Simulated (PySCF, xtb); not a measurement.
SiH₃F, SMILES F[SiH3].

GFN2-xTB in xtb 6.7.1 at its own geometry gives an orbital gap of 6.58 eV and a dipole moment of 1.77 D.

Coordinates come from a r2SCAN-D4/def2-TZVP optimisation.

What does PBE0/def2-TZVPD (PySCF) give? (Estimate from the structure and the level; the computed values follow.)

gap 9.47 eV (levels -9.80 and -0.33 eV), dipole 1.29 D.
